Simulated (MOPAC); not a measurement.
MOPAC input (PM6):

```
PM6 1SCF CHARGE=-1 GEO-OK AUX(PRECISION=9) THREADS=1
CH6FSi2

F    -1.64861500 1   -0.62439200 1    1.49964000 1
Si   -1.17547300 1   -0.29674700 1   -0.05682600 1
C     0.16861500 1    0.79895400 1   -0.33950900 1
Si    1.87547900 1    0.30465200 1   -0.52613700 1
H    -0.93118300 1   -1.67658300 1   -0.57921000 1
H    -2.48832300 1    0.18185100 1   -0.60880400 1
H    -0.03857000 1    1.86732200 1   -0.28952800 1
H     2.85880100 1    0.62987000 1    0.58025400 1
H     2.01680400 1   -1.17812500 1   -0.68910900 1
H     2.60823200 1    0.89079300 1   -1.71183800 1
```

Output:

```
 *******************************************************************************
 **                                                                           **
 **                              MOPAC v23.2.5                                **
 **                                                                           **
 *******************************************************************************
 ** MOPAC's Digital Object Identifier: https://doi.org/10.5281/zenodo.6511958 **
 **                                                                           **
 ** Please cite the open-source release paper for use of this MOPAC version:  **
 ** J. E. Moussa and J. J. P. Stewart (2026)                                  **
 ** MOPAC: An open-source semiempirical molecular orbital program             **
 ** J. Open Source Softw., 11(119), 8025, https://doi.org/10.21105/joss.08025 **
 *******************************************************************************

                              PM6 CALCULATION RESULTS

 *******************************************************************************
 *  PM6        - The PM6 Hamiltonian to be used
 *  GEO-OK     - OVERRIDE INTERATOMIC DISTANCE AND OTHER SAFETY CHECKS
 *
 *
 *
 *                 CHARGE ON SYSTEM = -1
 *
 *
 *
 *  1SCF       - DO 1 SCF AND THEN STOP
 *  AUX        - OUTPUT AUXILIARY INFORMATION
 *******************************************************************************
PM6 1SCF CHARGE=-1 GEO-OK AUX(PRECISION=9) THREADS=1
 CH6FSi2

   ATOM   CHEMICAL          X               Y               Z
  NUMBER   SYMBOL      (ANGSTROMS)     (ANGSTROMS)     (ANGSTROMS)

     1       F         -1.64861500  *  -0.62439200  *   1.49964000  *
     2      Si         -1.17547300  *  -0.29674700  *  -0.05682600  *
     3       C          0.16861500  *   0.79895400  *  -0.33950900  *
     4      Si          1.87547900  *   0.30465200  *  -0.52613700  *
     5       H         -0.93118300  *  -1.67658300  *  -0.57921000  *
     6       H         -2.48832300  *   0.18185100  *  -0.60880400  *
     7       H         -0.03857000  *   1.86732200  *  -0.28952800  *
     8       H          2.85880100  *   0.62987000  *   0.58025400  *
     9       H          2.01680400  *  -1.17812500  *  -0.68910900  *
    10       H          2.60823200  *   0.89079300  *  -1.71183800  *

          CARTESIAN COORDINATES

    NO.       ATOM           X           Y           Z

     1         F         -1.6486     -0.6244      1.4996
     2        Si         -1.1755     -0.2967     -0.0568
     3         C          0.1686      0.7990     -0.3395
     4        Si          1.8755      0.3047     -0.5261
     5         H         -0.9312     -1.6766     -0.5792
     6         H         -2.4883      0.1819     -0.6088
     7         H         -0.0386      1.8673     -0.2895
     8         H          2.8588      0.6299      0.5803
     9         H          2.0168     -1.1781     -0.6891
    10         H          2.6082      0.8908     -1.7118

 General Reference for PM6:
 "Optimization of Parameters for Semiempirical Methods V: Modification of NDDO Approximations
 and Application to 70 Elements", J. J. P. Stewart, J. Mol. Mod., 13, 1173-1213 (2007)
 URL: https://link.springer.com/article/10.1007/s00894-007-0233-4

           Empirical Formula: C H6 F Si2  =    10 atoms

      MOLECULAR POINT GROUP   :   C1

      RHF CALCULATION, NO. OF DOUBLY OCCUPIED LEVELS = 13

 -------------------------------------------------------------------------------
 PM6 1SCF CHARGE=-1 GEO-OK AUX(PRECISION=9) THREADS=1
 CH6FSi2

     1SCF WAS SPECIFIED, SO BFGS WAS NOT USED
     SCF FIELD WAS ACHIEVED

                              PM6 CALCULATION
                                                       MOPAC v23.2.5 Linux

          FINAL HEAT OF FORMATION =       -128.79158 KCAL/MOL =    -538.86398 KJ/MOL

          COSMO AREA              =        135.59 SQUARE ANGSTROMS
          COSMO VOLUME            =        129.94 CUBIC ANGSTROMS

          IONIZATION POTENTIAL    =          3.692764 EV
          HOMO LUMO ENERGIES (EV) =         -3.693  4.963
          NO. OF FILLED LEVELS    =         13
          MOLECULAR WEIGHT        =         93.2278         POINT GROUP:  C1

          MOLECULAR DIMENSIONS (Angstroms)

            Atom       Atom       Distance
            H    10    F     1     5.54348
            H     8    H     6     4.20441
            H     7    H     5     3.33361

          SCF CALCULATIONS        =          1

   ATOM   CHEMICAL          X               Y               Z
  NUMBER   SYMBOL      (ANGSTROMS)     (ANGSTROMS)     (ANGSTROMS)

     1       F         -1.64861500  *  -0.62439200  *   1.49964000  *
     2      Si         -1.17547300  *  -0.29674700  *  -0.05682600  *
     3       C          0.16861500  *   0.79895400  *  -0.33950900  *
     4      Si          1.87547900  *   0.30465200  *  -0.52613700  *
     5       H         -0.93118300  *  -1.67658300  *  -0.57921000  *
     6       H         -2.48832300  *   0.18185100  *  -0.60880400  *
     7       H         -0.03857000  *   1.86732200  *  -0.28952800  *
     8       H          2.85880100  *   0.62987000  *   0.58025400  *
     9       H          2.01680400  *  -1.17812500  *  -0.68910900  *
    10       H          2.60823200  *   0.89079300  *  -1.71183800  *

                             CARTESIAN COORDINATES

   1    F       -1.648615000    -0.624392000     1.499640000
   2   Si       -1.175473000    -0.296747000    -0.056826000
   3    C        0.168615000     0.798954000    -0.339509000
   4   Si        1.875479000     0.304652000    -0.526137000
   5    H       -0.931183000    -1.676583000    -0.579210000
   6    H       -2.488323000     0.181851000    -0.608804000
   7    H       -0.038570000     1.867322000    -0.289528000
   8    H        2.858801000     0.629870000     0.580254000
   9    H        2.016804000    -1.178125000    -0.689109000
  10    H        2.608232000     0.890793000    -1.711838000

           Empirical Formula: C H6 F Si2  =    10 atoms

      MOLECULAR POINT GROUP   :   C1

                  EIGENVALUES
 -34.81096 -18.21112 -13.84042 -12.45633 -10.67460 -10.50062  -9.48158  -7.81238
  -7.03449  -6.60334  -6.32094  -5.42426  -3.69276   4.96292   5.01789   5.33808
   5.48545   5.63900   6.06159   6.16329   6.21900   6.62860   7.13144   7.68234
   7.88988   8.85585   8.92052   9.02277   9.13747   9.37973  10.51304  11.97278

              NET ATOMIC CHARGES AND DIPOLE CONTRIBUTIONS

  ATOM NO.   TYPE          CHARGE      No. of ELECS.   s-Pop       p-Pop       d-Pop
    1          F          -0.404832        7.4048     1.94057     5.46426
    2         Si           0.119838        3.8802     1.16228     1.72444     0.99344
    3          C          -0.797656        4.7977     1.09521     3.70245
    4         Si          -0.103607        4.1036     1.20912     2.13677     0.75771
    5          H           0.013797        0.9862     0.98620
    6          H           0.009266        0.9907     0.99073
    7          H           0.184179        0.8158     0.81582
    8          H          -0.011080        1.0111     1.01108
    9          H           0.000901        0.9991     0.99910
   10          H          -0.010807        1.0108     1.01081
 DIPOLE           X         Y         Z       TOTAL
 POINT-CHG.     0.177    -0.773    -1.410     1.618
 HYBRID        -0.716     0.713     1.507     1.815
 SUM           -0.539    -0.060     0.097     0.551

          ATOMIC ORBITAL ELECTRON POPULATIONS

     Atom    s        px        py        pz      x^2-y^2     xz        z^2       yz        xy
    1  F   1.94057   1.88606   1.89780   1.68041
    2 Si   1.16228   0.64623   0.67320   0.40501   0.22872   0.22503   0.19393   0.19331   0.15245
    3  C   1.09521   1.14770   1.13457   1.42018
    4 Si   1.20912   0.66442   0.72303   0.74932   0.20025   0.32406   0.08685   0.05309   0.09347
    5  H   0.98620
    6  H   0.99073
    7  H   0.81582
    8  H   1.01108
    9  H   0.99910
   10  H   1.01081

 **********************
 *                    *
 * JOB ENDED NORMALLY *
 *                    *
 **********************

 == MOPAC DONE ==
```

The dipole moment of an ion depends on the origin.

The geometry given is a B3LYP-D3(BJ)/def2-TZVP minimum.
